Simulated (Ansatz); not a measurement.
Reaction (ligand exchange at the Si–O bond): `CO[SiH2][SiH2]O` + HCl → `O[SiH2][SiH2]Cl` + CH₃OH

Calculated with Ansatz (gas phase, PBE0-D4/def2-TZVP geometries, no zero-point term in ΔE). CBS: MP2 limit from def2 TZ/QZ plus the TZ coupled-cluster correction, frozen cores. This one scheme is used for every species. Functionals use def2-TZVPP. One conformer a species, not always the lowest.

`CO[SiH2][SiH2]O`:

Cartesian coordinates in Å:
```
C -1.430 1.753 0.104
O -0.391 0.820 -0.101
Si -0.423 -0.714 0.534
Si 1.629 -1.506 -0.302
O 2.201 -0.254 -1.216
H -1.169 2.679 -0.411
H -1.561 1.971 1.170
H -2.379 1.383 -0.299
H -1.635 -1.441 0.050
H -0.529 -0.650 2.022
H 2.588 -1.839 0.786
H 1.469 -2.724 -1.143
H 1.633 0.523 -1.194
```

HCl:

```xyz
2

Cl    0.398   -0.224   -0.448
H    -0.398    0.224    0.448
```

`O[SiH2][SiH2]Cl`:

Cartesian coordinates in Å:
```
O 0.289 -1.513 1.291
Si -0.710 -0.296 0.802
Si 0.170 0.651 -1.159
Cl 2.210 0.781 -0.783
H 1.231 -1.330 1.263
H -2.047 -0.901 0.584
H -0.827 0.782 1.826
H 0.005 -0.194 -2.369
H -0.322 2.020 -1.455
```

CH₃OH:

```xyz
6

C     0.184    0.287    0.102
O    -0.559   -0.535   -0.768
H     0.437    1.192   -0.451
H     1.119   -0.185    0.428
H    -0.389    0.580    0.991
H    -0.791   -1.340   -0.303
```

```tsv
level	ΔE (eV)
r2SCAN-D4	-0.12
MP2/def2-QZVPP	-0.11
```

(1) What does CCSD(T)/CBS give? (Best estimate.)

Largest T1 diagnostic among the species: 0.012.

## Answers

(1) Computed: -0.10 eV. The listed levels differ from it by -0.02, -0.01 eV.

Leaving LDA and LC-ωPBE aside and taking each functional with its dispersion term where it has one, the values, not all of them listed here, spread over 0.14 eV, from HSE06-D4 to CAM-B3LYP-D4. LDA lies +0.11 eV from PBE without D4. At CCSD(T), def2-SVP lies +0.08 eV from the extrapolated value and def2-TZVPP +0.05 eV. In def2-TZVPP, CCSD(T) changes the Hartree–Fock value by +0.06 eV (the triples alone add +0.00 eV) and MP2 by +0.03 eV.

CCSD(T)/CBS has its own doubt, a few kJ/mol and more with outer-core shells, so smaller differences from it don't rank the levels.
